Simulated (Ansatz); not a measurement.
Reactions of C2H6ClIn (`C[CH2][InH][Cl]`).

Gas-phase electronic energies from Ansatz, PBE0-D4/def2-TZVP geometries. CBS: MP2 limit from def2 TZ/QZ plus the TZ coupled-cluster correction, frozen cores. This one scheme is used for every species. Double bonds are as drawn, so ΔE can hold a change between cis and trans. Open shells (•) are unrestricted, without spin–orbit coupling. Elements past krypton have def2 core potentials. For In, Se outer-core shells are correlated without core-valence functions, which leaves a few kJ/mol of doubt a bond. Scalar relativity is left out up to krypton. Each species was taken in one conformer, which may not be the lowest.

Question: Order these by ΔE at CCSD(T)/CBS, lowest first. (An estimate is asked.)
A. `C[CH2][InH][Cl]` → `[CH3][InH][CH2]Cl`
B. `C[CH2][InH][Cl]` + H₂ → `C[CH2][InH2]` + HCl
C. `C[CH2][InH][Cl]` + `C[SeH]` → `C[Se][InH][Cl]` + ethane
D. `C[CH2][InH][Cl]` + H₂S → `C[CH2][InH][SH]` + HCl
E. `C[CH2][InH][Cl]` + `C/C=C(\C)CC` → `CC/C=C(\C)CC` + `[CH3][InH][Cl]`
F. `C[CH2][InH][Cl]` + silanol → `C[CH2][InH][O][SiH3]` + HCl
G. `C[CH2][InH][Cl]` + `[SiH3]`• → `C[CH2][In][Cl]`• + SiH₄
H. `C[CH2][InH][Cl]` + `C#CCO` → `C#CCOCC` + `[Cl][InH2]`

Answer: C (-135.5 kJ/mol), G (-107.6 kJ/mol), E (-10.4 kJ/mol), D (+32.9 kJ/mol), H (+51.5 kJ/mol), F (+67.9 kJ/mol), B (+129.3 kJ/mol), A (+172.5 kJ/mol).

Largest T1 diagnostic: 0.016, for `C[CH2][In][Cl]`•.
